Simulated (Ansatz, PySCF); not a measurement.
CH3NO3Si. Atoms are numbered in the order given.

```xyz
9

Si    -0.9054    -0.0596     0.4037
O     -1.6530    -1.1903    -0.5302
O     -1.5636     1.4249     0.0870
N      0.7860     0.0560     0.0545
C      1.9663    -0.0880    -0.1131
O      3.1192    -0.2024    -0.2843
H     -1.0671    -0.5024     1.7979
H     -1.8035    -0.9731    -1.4583
H     -0.9755     2.1879     0.1264
```

Geometry optimised at B3LYP-D3(BJ)/def2-SVP. This is a generated structure with no PubChem entry under its InChIKey; it may be hypothetical. One conformer was computed; it need not be the lowest.

Vertical ionisation energy (IE) and electron affinity (EA) in eV. Rows of orbital energies are one-electron estimates. Where ΔSCF, EOM or ADC give a negative EA the extra electron is unbound and the value depends on the basis.

```
level                                                                        IE     EA
------------------------------------------------------------------------  -----  -----
−ε(HOMO), −ε(LUMO), CAM-B3LYP/def2-TZVP (PySCF)                           10.29  -1.16
−ε(HOMO), −ε(LUMO), PBE/def2-TZVP (PySCF)                                  7.41   0.67
ΔSCF, CAM-B3LYP/def2-SVPD (Ansatz), final states of multiplicity 2 and 2  11.40  -1.08
ΔSCF, PBE/def2-SVPD (Ansatz), final states of multiplicity 2 and 2        10.55  -0.82
```

Problem. What vertical singlet–triplet gap does ΔSCF give with CAM-B3LYP/def2-SVPD (Ansatz, a quantum-chemistry and plane-wave program) and with PBE/def2-SVPD (Ansatz)? (The exact figures need the calculation; the answer reports its results.)

Solution. 6.73 and 6.38 eV (triplet above singlet where positive).
